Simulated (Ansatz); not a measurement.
This geometry of BClH5NO (9 atoms, charge 0, multiplicity 1) is a first-order saddle point.

These are results of RKS PBE-D4/6-31G* in Ansatz, not measurements.

```xyz
9
Properties=species:S:1:pos:R:3
B -0.214 0.383 -0.082
Cl 0.013 -0.293 2.566
H 0.812 -0.149 -0.397
O -1.463 0.048 -0.493
H -1.482 -0.847 -0.880
N -0.157 1.724 0.652
H -1.023 2.275 0.600
H 0.666 2.308 0.472
H -0.065 1.175 1.709
```

(1) Which two structures does it join? (They come from a converged band through this point; their orientation in space is the band's.)

(2) How far does it lie above each of them?

Answers

(1) Bonds broken: B1–Cl2, N6–H9. Bonds formed: Cl2–H9. BClH5NO becomes BH4NO + ClH.

Image 0:

```xyz
9
Properties=species:S:1:pos:R:3
B -0.033 0.161 0.121
Cl 0.329 -0.811 1.706
H 0.944 0.267 -0.592
O -1.231 -0.196 -0.538
H -1.806 -0.698 0.070
N -0.242 1.725 0.747
H -0.540 2.359 -0.007
H 0.629 2.085 1.159
H -0.965 1.732 1.480
```

Image 8:

```xyz
9
Properties=species:S:1:pos:R:3
B -0.281 0.466 -0.381
Cl 0.137 0.290 3.364
H 0.715 -0.077 -0.794
O -1.549 0.042 -0.684
H -1.526 -0.763 -1.231
N -0.155 1.581 0.520
H -0.973 2.168 0.697
H 0.715 2.112 0.536
H -0.001 0.804 2.121
```

(2) 17.5 kcal/mol above the first and 8.9 kcal/mol above the second. This is the barrier of this one path; another mechanism may lie lower. The orbitals stay closed-shell, which can raise the energy where a bond breaks towards radicals; this wasn't checked here.

The run took 3.9 min on 1 thread of Arm Neoverse V2 (shared host), peak memory 0.12 GiB.
